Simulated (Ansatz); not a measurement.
Clusters of 3 atoms, binary: PBE-D4/def2-TZVP single points in Ansatz on relaxed structures, gas phase. Each cluster is the lowest isomer that a short search found in that spin, judged at the geometry's level, and lower ones may exist. Core potentials for Sb, Sn, Te, no spin–orbit coupling. HOMO and LUMO are taken over both spins. Binding counts from free atoms in the multiplicity of their measured ground term, without zero-point energy. Singlets are spin-restricted. A dash marks a value that wasn't run or was left out as unsound. The structures are stationary points that may keep the symmetry of their start. Remarks come from the PBE and PBE0 runs and from stability tests at other levels; not every state was tested.

Estimate the order by gap (eV), lowest first.
A. Si2B (doublet)
B. SiTe2 (singlet)
C. SiC2 (singlet)
D. As2P (doublet)
E. PS2 (doublet)
F. Se2S⁺ (doublet)
G. Sn2Ge⁺ (doublet)

F (0.21), G (0.32), D (0.65), E (0.89), A (0.95), B (1.49), C (1.98).

In full:

```tsv
species	atoms	state	geometry	HOMO (eV)	LUMO (eV)	gap (eV)	binding per atom (eV)	lowest of the spins relaxed	point group (within 0.1 Å)	remarks
SiTe2	3	singlet	r2SCAN-D4/def2-TZVP	-4.98	-3.49	1.49	2.53	singlet, of singlet/triplet/quintet	C2v	–
SiC2	3	singlet	PBE-D4/def2-TZVP	-6.22	-4.24	1.98	4.55	singlet, of singlet/triplet/quintet	C2v	–
PS2	3	doublet	PBE-D4/def2-TZVP	-6.11	-5.22	0.89	2.90	doublet, of doublet/quartet	C2v	–
Sn2Ge⁺	3	doublet	PBE0-D4/def2-TZVP	-9.81	-9.49	0.32	–	doublet, of doublet/quartet	C2v	–
As2P	3	doublet	PBE0-D4/def2-TZVP	-4.60	-3.95	0.65	2.46	doublet, of doublet/quartet	C2v	–
Si2B	3	doublet	PBE0-D4/def2-TZVP	-5.73	-4.78	0.95	2.94	doublet, of doublet/quartet	C2v	–
Te2As⁺	3	singlet	PBE0-D4/def2-TZVP	-10.44	-9.76	0.69	–	singlet, of singlet/triplet/quintet	C2v	spin states tie at PBE0, triplet lowest at PBE0
Se2S⁺	3	doublet	PBE0-D4/def2-TZVP	-11.47	-11.26	0.21	–	doublet, of doublet/quartet	Cs	–
SbAs2⁺	3	singlet	r2SCAN-D4/def2-TZVP	-11.51	-9.54	1.97	–	singlet, of singlet/triplet/quintet	C2v	–
Si2Te	3	singlet	r2SCAN-D4/def2-TZVP	-5.04	-4.05	0.99	2.74	singlet, of singlet/triplet/quintet	C2v	–
```

The gap (eV) runs from 0.21 (Se2S⁺) to 1.98 (SiC2).
